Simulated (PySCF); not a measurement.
Molecule: 3-fluoro-4-methyl-2H-oxete, C4H5FO (charge 0, singlet). SMILES: CC1=C(F)CO1
Structure (B3LYP-D3(BJ)/def2-TZVP (Ansatz) minimum search):
```
C
C 1 1.3303
F 2 1.3331 1 136.21
O 1 1.4146 2 94.93 3 -180.00
C 1 1.4708 2 142.78 3 0.00
H 5 1.0895 1 110.03 2 0.00
H 5 1.0928 6 108.79 1 121.41
H 5 1.0928 6 108.79 7 117.18
C 4 1.4749 1 88.49 2 0.00
H 9 1.0898 4 110.66 1 117.97
H 9 1.0898 10 111.46 4 -123.59
```
Charge 0, spin multiplicity 1.

Dispersion corrections to the total energy (kcal/mol) from the dftd3 and dftd4 libraries through PySCF: D3(BJ) without and D4 with the three-body term, each with the damping fitted for the functional named.

| functional | D3(BJ) | D4 |
|---|---|---|
| B3LYP | -7.65 | -7.32 |
| LC-wPBE | -4.06 | -5.05 |
| revPBE | -11.76 | -16.09 |
| HF | [?] | -17.73 |
| TPSSh | -5.11 | -5.65 |
| r2SCAN | -1.25 | [?] |
| PBE | [?] | -4.59 |

**Question.** What belongs in the gaps?

**Answer.** 
- HF, D3(BJ): -38.10
- r2SCAN, D4: -1.17
- PBE, D3(BJ): -4.52
